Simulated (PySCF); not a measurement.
Al(Cl)2(OSiH3), SMILES [Cl][Al]([O][SiH3])[Cl], B3LYP/def2-SVP optimised geometry.

```
8

Al     1.92    -0.36     0.01
Cl     2.97    -1.09     1.67
Cl     2.99     0.37    -1.63
O      0.24    -0.35     0.00
Si    -1.41    -0.35     0.00
H     -1.92     1.05     0.00
H     -1.92    -1.05     1.21
H     -1.92    -1.05    -1.21
```

Density from B3LYP/def2-TZVP (PySCF) at that geometry.

Minimum of the electron density along straight lines between bonded atoms, close to the bond critical point (lines longer than 1.1 times the sum of covalent radii, or with two minima, are not listed):

| bond | length / Å | ρ at the minimum / e bohr⁻³ | ∇²ρ there / e bohr⁻⁵ | position (fraction from the first atom) |
|---|---|---|---|---|
| Al1–Cl2 | 2.090 | 0.077 | 0.30 | 0.38 |
| Al1–Cl3 | 2.090 | 0.077 | 0.30 | 0.38 |
| Al1–O4 | 1.679 | 0.111 | 0.83 | 0.43 |
| O4–Si5 | 1.658 | 0.129 | 0.79 | 0.59 |
| Si5–H6 | 1.491 | 0.123 | 0.14 | 0.49 |
| Si5–H7 | 1.491 | 0.123 | 0.14 | 0.49 |
| Si5–H8 | 1.491 | 0.123 | 0.14 | 0.49 |
